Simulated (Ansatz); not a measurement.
Cost and result for the atomization energy of CH4BF2N (`CNB(F)F`) (9 atoms, 8 bonds).

Z-matrix (Å, degrees):
```
C
N 1 1.444
H 1 1.094 2 111.6
H 1 1.094 2 111.6 3 121.3
H 1 1.089 2 109.2 3 -119.3
B 2 1.390 1 126.1 3 119.5
H 2 1.006 1 115.8 3 -60.5
F 6 1.332 2 120.9 1 180.0
F 6 1.332 2 121.7 1 -0.0
```

Total charge 0; spin multiplicity 1. The geometry is a stationary point of PBE0-D4/def2-TZVP. It is one conformer, not always the lowest. Program: Ansatz. All runs use 2 threads of a server CPU on a shared host. Times are those of one run each, without the atoms' runs, and a repeat can differ threefold. Electronic energies, without spin–orbit coupling; frozen cores. CCSD(T)/CBS adds CCSD(T) − MP2 in def2-TZVPP to the MP2 limit, and its time is that of the two runs behind it. T1 = 0.011. HSE06 is the plane-wave form, built on full-range PBE exchange.

CCSD(T)/CBS is a level of theory with its own doubt, some kJ/mol a heavy atom from the limit and from the frozen cores, so smaller differences don't rank the functionals.

```
                           level  functions  wall time
          LDA (SPW92)/def2-TZVPP        211      1.8 s
              BLYP-D4/def2-TZVPP        211      2.7 s
              PBE0-D4/def2-TZVPP        211      3.8 s
             HSE06-D4/def2-TZVPP        211      3.8 s
 PBE-D4/def2-TZVPP (with forces)        211      3.9 s
         CAM-B3LYP-D4/def2-TZVPP        211      3.9 s
                CCSD(T)/def2-SVP         90        6 s
               B2PLYP/def2-TZVPP        211      7.5 s
              ωB97X-V/def2-TZVPP        211      9.5 s
ωB97M-V/def2-TZVPP (with forces)        211       12 s
                  MP2/def2-QZVPP        405       28 s
              CCSD(T)/def2-TZVPP        211      110 s
               CCSD(T)/CBS(def2)          –    2.3 min
```

**Question.** What atomization energy does each give, and how far from CCSD(T)/CBS? (An estimate is asked.)

**Answer.** Computed: 
```json
{"level": "LDA (SPW92)/def2-TZVPP", "atomization (kJ/mol)": "4374.9", "difference from CCSD(T)/CBS": "587.2", "per bond": "73.4"}
{"level": "BLYP-D4/def2-TZVPP", "atomization (kJ/mol)": "3812.2", "difference from CCSD(T)/CBS": "24.5", "per bond": "3.1"}
{"level": "PBE0-D4/def2-TZVPP", "atomization (kJ/mol)": "3805.2", "difference from CCSD(T)/CBS": "17.5", "per bond": "2.2"}
{"level": "HSE06-D4/def2-TZVPP", "atomization (kJ/mol)": "3808.5", "difference from CCSD(T)/CBS": "20.8", "per bond": "2.6"}
{"level": "PBE-D4/def2-TZVPP (with forces)", "atomization (kJ/mol)": "3890.9", "difference from CCSD(T)/CBS": "103.2", "per bond": "12.9"}
{"level": "CAM-B3LYP-D4/def2-TZVPP", "atomization (kJ/mol)": "3834.7", "difference from CCSD(T)/CBS": "47.0", "per bond": "5.9"}
{"level": "CCSD(T)/def2-SVP", "atomization (kJ/mol)": "3621.5", "difference from CCSD(T)/CBS": "-166.2", "per bond": "-20.8"}
{"level": "B2PLYP/def2-TZVPP", "atomization (kJ/mol)": "3773.2", "difference from CCSD(T)/CBS": "-14.5", "per bond": "-1.8"}
{"level": "ωB97X-V/def2-TZVPP", "atomization (kJ/mol)": "3799.0", "difference from CCSD(T)/CBS": "11.3", "per bond": "1.4"}
{"level": "ωB97M-V/def2-TZVPP (with forces)", "atomization (kJ/mol)": "3811.7", "difference from CCSD(T)/CBS": "24.0", "per bond": "3.0"}
{"level": "MP2/def2-QZVPP", "atomization (kJ/mol)": "3851.7", "difference from CCSD(T)/CBS": "64.0", "per bond": "8.0"}
{"level": "CCSD(T)/def2-TZVPP", "atomization (kJ/mol)": "3693.1", "difference from CCSD(T)/CBS": "-94.6", "per bond": "-11.8"}
{"level": "CCSD(T)/CBS(def2)", "atomization (kJ/mol)": "3787.7", "difference from CCSD(T)/CBS": "0.0", "per bond": "0.0"}
```

In def2-TZVPP, CCSD(T) changes the Hartree–Fock value by +876.8 kJ/mol (the triples alone add +52.8 kJ/mol) and MP2 by +979.1 kJ/mol; breaking electron pairs costs correlation energy, which Hartree–Fock lacks. At CCSD(T), def2-SVP lies −166.2 kJ/mol from the extrapolated value and def2-TZVPP −94.6 kJ/mol: correlation converges slowly with the basis, and small sets miss more of it in the bonded molecule than in its fragments. From BLYP to BHLYP (50 % exact exchange), in def2-TZVPP and without D4, the atomization energy moves by −117.6 kJ/mol: exact exchange takes away binding that semilocal exchange gives to molecules.
